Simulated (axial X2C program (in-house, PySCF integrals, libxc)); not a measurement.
Values are calculated unless marked as measured or tabulated.
## ISmI: input and output of an open-shell CI run

Program: an axial X2C code built on PySCF integrals.

Input and command:
```json
{"zs": [53, 62, 53], "q": 0, "bas": ["dyall-v3z", "dyall-v3z", "dyall-v3z"], "r0": 3.05, "metal": 1, "shells": [[3, [0, 1, 2, 3], 6], [0, [0], 0]], "fix": 0, "emax": 2.2, "nroots": 4}
```
```bash
python soci.py task.json out
```

Keys: zs atomic numbers; q charge; bas basis sets; r0 starting distance in Å; metal index of the metal atom; shells open shells as [l, |m| values, electrons]; fix electron count of the first shell held; emax energy window in eV; nroots roots for each Ω.

Output at I–Sm–I held linear, both bonds 3.094 Å:

```
average of configuration f6 s0
basis functions 371  fitting functions 1942
iter      average energy  largest gradient
   1     -24637.196611110   8.55e+00
   2     -24638.553536212   2.72e-01
   3     -24638.570380393   3.56e-02
   4     -24638.570795739   1.45e-02
   5     -24638.570967615   8.88e-03
   6     -24638.570983294   1.55e-03
   7     -24638.570985530   9.07e-04
   8     -24638.570985890   1.26e-04
   9     -24638.570985907   8.55e-05
  10     -24638.570985909   3.03e-05
  11     -24638.570985909   7.96e-06
converged
CI levels
2*Omega        energy/Eh    cm-1   g(par)  dipole/D  leading shell counts
    0    -24638.88363053        0   0.000   -0.000  {'6 0': 1.0}
    2    -24638.88295155      149   3.972   -0.000  {'6 0': 1.0}
    4    -24638.88092777      593   7.414   -0.000  {'6 0': 1.0}
    0    -24638.87996404      805   0.000   -0.000  {'6 0': 1.0}
    2    -24638.87893364     1031   3.799   -0.000  {'6 0': 1.0}
    6    -24638.87757225     1330  10.478   -0.000  {'6 0': 1.0}
    0    -24638.87739215     1369   0.000   -0.000  {'6 0': 1.0}
    4    -24638.87643041     1580   6.692   -0.000  {'6 0': 1.0}
    2    -24638.87561462     1759   3.199   -0.000  {'6 0': 1.0}
    0    -24638.87494205     1907   0.000   -0.000  {'6 0': 1.0}
    8    -24638.87281153     2374  13.063   -0.000  {'6 0': 1.0}
    6    -24638.87280585     2376   9.458   -0.000  {'6 0': 1.0}
    4    -24638.87248275     2447   6.152   -0.000  {'6 0': 1.0}
    0    -24638.87231911     2483   0.000   -0.000  {'6 0': 1.0}
    2    -24638.87226153     2495   2.533   -0.000  {'6 0': 1.0}
    0    -24638.86915033     3178   0.000   -0.000  {'6 0': 1.0}
    4    -24638.86870992     3275   5.161   -0.000  {'6 0': 1.0}
    6    -24638.86816135     3395   8.449   -0.000  {'6 0': 1.0}
    8    -24638.86761487     3515  12.013   -0.000  {'6 0': 1.0}
   10    -24638.86715546     3616  15.594   -0.000  {'6 0': 1.0}
    0    -24638.86607016     3854   0.000   -0.000  {'6 0': 1.0}
    6    -24638.86381628     4349   7.584   -0.000  {'6 0': 1.0}
    8    -24638.86270095     4594  10.885   -0.000  {'6 0': 1.0}
   10    -24638.86157843     4840  14.367   -0.000  {'6 0': 1.0}
   12    -24638.86047256     5083  17.972   -0.000  {'6 0': 1.0}
```

Dipoles in the output refer to the first atom as origin.

There is no dynamic correlation: spin–orbit spacings and, for f shells, spacings inside one term are the most reliable numbers, splittings between terms come out too wide, and energies between configurations are not reliable, so the lowest level need not be the ground state of the molecule. At most 4 roots were kept for each Ω > 0 (twice that for Ω = 0) within 2.2 eV of the lowest, so higher up levels can be missing between those listed; levels with Ω > 0 are doubly degenerate and listed once, Ω = 0 levels singly. States that fill the shells left empty in the average are placed too high. The molecule was held linear; bending was not examined.
